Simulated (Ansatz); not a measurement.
C₂H₅F₃GeO (`FC(F)(F)C[O][GeH3]`), relaxed with RKS PBE-D4/def2-SVP in Ansatz from a rough embedded geometry. The force threshold is 0.03 eV/Å; the program also tests the step.

Total charge 0; spin multiplicity 1.

Start:

```xyz
12

F     0.262   -1.963   -2.158
C     0.350   -1.743   -0.788
F     1.628   -2.084   -0.286
F    -0.657   -2.493   -0.184
C     0.041   -0.278   -0.479
O     0.075   -0.048    0.891
Ge   -0.319    1.695    1.185
H     0.797    0.386   -0.996
H    -0.959   -0.023   -0.961
H    -0.287    1.953    2.690
H     0.781    2.555    0.480
H    -1.712    2.042    0.605
```

Problem. How much energy does the relaxation release, and in how many steps? (An estimate is asked.)

Solution. The calculation gave: 8.38 kcal/mol, in 6 steps, 2 of them rejected.

Problem. Which bonds change most? (Best estimate.)

Solution. Ansatz gave: C2–F3 from 1.415 to 1.348 Å; C2–F4 from 1.393 to 1.348 Å; F1–C2 from 1.390 to 1.358 Å; C5–H9 from 1.139 to 1.118 Å.

Problem. Give the relaxed structure. (An estimate is asked.)

Solution. Computed: 
```xyz
12

F     0.324   -2.075   -2.067
C     0.329   -1.751   -0.748
F     1.534   -2.086   -0.244
F    -0.603   -2.506   -0.132
C     0.043   -0.261   -0.596
O     0.044    0.073    0.764
Ge   -0.322    1.784    1.235
H     0.827    0.276   -1.184
H    -0.937   -0.072   -1.099
H    -0.243    1.768    2.775
H     0.745    2.710    0.588
H    -1.741    2.141    0.708
```
